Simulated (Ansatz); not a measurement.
# Ligand exchange: HBr + C2H8SeSi → SiH3Br + C2H6Se

Species: HBr, singlet; C2H8SeSi `CC[Se][SiH3]`, singlet; SiH3Br `[SiH3]Br`, singlet; C2H6Se `CC[SeH]`, singlet. The partners trade H for SiH3: Br–H and Se–SiH3 bonds give way to Br–SiH3 and Se–H.

Shapes, held fixed at every level: PBE0-D4/def2-TZVP. Flexible molecules stand in one conformer, not always the lowest. Programs: Ansatz 0.2.0. The zero-point and thermal change to 298 K, harmonic and unscaled (PBE0-D4/def2-TZVP), is +0.9 kJ/mol.

```
              level                    kind  ΔH(298 K) (kJ/mol)  less CCSD(T)/def2-TZVPP  CPU time (sum over the molecules)
   SPW92/def2-TZVPP                     LDA               -25.5                     +3.8                               13 s
B3LYP-D4/def2-TZVPP           global hybrid               -29.8                     -0.5                               42 s
BHLYP-D4/def2-TZVPP           global hybrid               -33.3                     -4.0                               28 s
 wB97X-V/def2-TZVPP  range-separated hybrid               -32.8                     -3.5                               73 s
  B2PLYP/def2-TZVPP           double hybrid               -33.7                     -4.4                               48 s
    CCSD/def2-TZVPP   coupled cluster or CI               -31.8                     -2.5                                  –
 CCSD(T)/def2-TZVPP   coupled cluster or CI               -29.3                      0.0                             18 min
```

The highest level, CCSD(T)/def2-TZVPP, gives ΔH(298 K) = -29.3 kJ/mol; the levels span -33.7 to -25.5. The column of differences is taken from that level and isn't an error. No measured value is set beside it here. Relativity is left out for Br, Se. Outer-core shells of Br, Se are correlated in most correlated rows, in sets that cover them unevenly. Times are processor times on shared x86 and Arm servers, and rough.
